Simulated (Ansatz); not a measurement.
System: isotetrasilanyl anion, Si4H9 (charge -1, singlet). It need not be the lowest isomer of its formula. 
Geometry from a B3LYP-D3(BJ)/def2-TZVP (Ansatz, an electronic-structure program) optimisation:
```xyz
13

Si    -0.2304     1.8849     0.6020
Si    -0.1374     0.1795    -1.0241
Si     1.8446    -0.7397    -0.1363
Si    -1.5218    -1.2660     0.2232
H      0.7726     2.9724     0.3497
H     -0.0222     1.5416     2.0485
H     -1.5442     2.6102     0.5972
H      3.0550     0.0855    -0.4624
H      2.1662    -2.0830    -0.7232
H      1.9591    -0.9645     1.3434
H     -1.2554    -1.4670     1.6868
H     -1.5367    -2.6619    -0.3277
H     -2.9647    -0.8556     0.1805
```
Charge -1, spin multiplicity 1.

Basis-set convergence of Hartree-Fock and CCSD correlation energies (hartree) with Ansatz. Valence correlation only, unless marked. No spin-orbit coupling. Non-relativistic. This anion needs diffuse functions, which these sets lack.

```tsv
basis	functions	E(HF)	E(corr, CCSD)
cc-pV(D+d)Z	137	-1160.98687	-0.51732
cc-pV(T+d)Z	282	-1161.03243	-0.61558
cc-pV(Q+d)Z	526	…	…
```

### Question
Complete the blanks.

### Answer

- cc-pV(Q+d)Z, E(HF): -1161.04560
- cc-pV(Q+d)Z, E(corr, CCSD): -0.64546
